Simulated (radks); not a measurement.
Q: Coherent X-ray form factor from a spherical all-electron density. Calculated with a radial shooting solver on a logarithmic mesh with Libxc functionals: scalar-relativistic Kohn-Sham, PBE, spin-polarised, spherical densities, point nucleus.

sin(theta)/lambda (1/angstrom),f0 (electrons)
0.05,53.371
0.1,51.603
0.15,49.011
0.2,45.988
0.25,42.892
0.3,39.964
0.4,34.980
0.5,31.038
0.6,27.758
0.8,22.523
1,18.902
1.25,15.972
1.5,13.746
2,9.851

The species is in the configuration that NIST lists as its ground one. Which atom or ion scatters so?

A: The cerium ion Ce4+, [Xe]. Extrapolating in s^2 from the first two rows gives f0(0) = 54.0, near the electron count 54; among species with that count, the fall with angle is slower the higher Z, and the table is that of Z = 58; from so few rows the species is fixed only to a neighbour or two.
